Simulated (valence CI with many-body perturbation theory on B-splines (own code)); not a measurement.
## Fe XXII in brief

Method: configuration interaction combined with many-body perturbation theory (CI+MBPT): three valence electrons over a frozen Dirac-Fock core [He], radial functions for each j: 9 s, 9 p, 8 d, 6 f, 3 g, 1 h, with the one-electron correlation potential Σ1, the two-electron term Σ2, the three-electron term Σ3, Breit, model QED; selected CI, second order for the rest, scaled by the run's own slope (own B-spline code, finite nucleus).

No measured levels were compared; by estimate levels of excited configurations hold to 0.05 to 0.15 % of their energy, terms of the ground configuration to about 0.5 %.

Names give the largest LS component (configuration and term), which can be under half, so a name can repeat, a term be missing and a line seem to break the LS rules; names also repeat where a configuration has a term twice.

Rates and lifetimes use the calculated energies. Strong lines usually hold to 10 to 20 %, long lifetimes can be off by a factor of two.

**Question.** What is the ground level?

**Answer.** 2s2 2p 2P°_1/2, composition 98 % 2s2 2p 2P° + 2 % 2p3 2P°, g = 0.661.

**Question.** Name the longest-lived excited levels whose lifetime is computed, and their main decay.

**Answer.** 2s2 2p 2P°_3/2 at 118.23 × 10³ cm⁻¹ lives 67.3 μs, mostly by M1 to 2s2 2p 2P°_1/2; 2s 2p2 4P_3/2 at 459.86 × 10³ cm⁻¹ lives 96.0 ns, mostly by E1 to 2s2 2p 2P°_3/2; 2s 2p2 4P_5/2 at 512.98 × 10³ cm⁻¹ lives 13.8 ns, mostly by E1 to 2s2 2p 2P°_3/2.

**Question.** What is the ionisation energy?

**Answer.** 1798.7 eV; NIST lists 1798.4 ± 0.8 eV (semi-empirical).

**Question.** Among levels below 9085.8 × 10³ cm⁻¹, which E1 lines absorb most strongly from the ground level?

**Answer.** to 2s2 3d 2D_3/2 at 1.177 nm, f = 0.672; to 2s 2p 3p 2D_3/2 at 1.143 nm, f = 0.193; to 2s 2p 3p 2P_1/2 at 1.148 nm, f = 0.127.

**Question.** How well does LS coupling describe the low levels?

**Answer.** Among the lowest 20 levels the leading LS term, summed over configurations, holds 92 % on average. For single configurations the figures are 90 % in LS and 81 % in jj coupling. Terms mix most in the J = 1/2 level at 978.78 × 10³ cm⁻¹, where the leading one holds 60 %.
